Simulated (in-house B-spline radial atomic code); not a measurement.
RPA and G0W0 on wB97X: neutral technetium

Configuration [Kr] 4d5 5s2, highest spin, mean-field start wB97X. Computed with an all-electron radial atomic-structure program (B-spline basis): all electrons, non-relativistic, point nucleus, each spin shell either full or empty, empty states to l = 9 with an (l + 1/2)⁻⁴ tail; G0W0 by contour deformation at full frequency.

Without relativity these are model numbers: it shifts the levels of so heavy an element strongly and can reorder them.

Command:
```bash
python run_gw.py task.json out
```
Settings (radii: box in bohr, nucleus in fm):
```
Z                        43
electrons                43
configuration            [Kr] 4d5 5s2
hamiltonian              nr
method                   wb97x
lmax                     9
spin_polarised           True
box_radius               40
intervals                56
ion_configuration        [Kr] 4d5 5s1
```

Cost of the run: 7.5 s on 1 thread of Arm Neoverse V2, on a shared host.

Energies (hartree):

```json
{"term": "mean-field total", "value": "-4206.91616"}
{"term": "Hartree-Fock functional on these orbitals", "value": "-4204.77106"}
{"term": "direct second order", "value": "-3.4366"}
{"term": "second-order exchange", "value": "0.98947"}
{"term": "SOSEX correction", "value": "0.91802"}
```

What is the RPA correlation energy, and what remains with SOSEX?

RPA gives -3.0277 hartree (-1.92 eV per electron); RPA + SOSEX gives -2.1096, and the second-order doubles -2.4471 hartree (no singles). SOSEX takes back 30 % of the RPA value.

Quasi-particle levels (eV):

```csv
level,occupied,mean field,Σx - vxc,Σc,QP weight,G0W0
5s down,yes,-6.823,1.36,?,?,?
5s up,yes,-7.439,0.48,-1.19,0.937,-8.149
4d down,no,-0.879,4.26,-3.94,0.894,-0.564
```

G0W0 = mean field + (Σx - vxc) + Σc, with Σc (partial-wave tail included) taken at the quasi-particle energy. Only the outer levels were computed. Levels of low weight are left out.

Where does G0W0 put 5s down?

At -6.925 eV, with Σc = -1.46 eV and a quasi-particle weight of 0.940. The tabulated removal energy is 7.119 eV (NIST, measured); the calculation leaves out relativity, Breit and QED terms, and what these don't explain is the method's own error.

What does it cost to remove one electron (to [Kr] 4d5 5s1) by differences of total energies, each species on its own start (correlation terms add to the Hartree-Fock functional)?

wB97X 7.324 eV, Hartree-Fock functional 5.231 eV, + RPA 6.642 eV, + RPA + SOSEX 6.415 eV, + second order 7.060 eV. Tabulated: 7.119 eV (NIST, measured); the calculation leaves out relativity, Breit and QED terms, and what these don't explain is the method's own error.
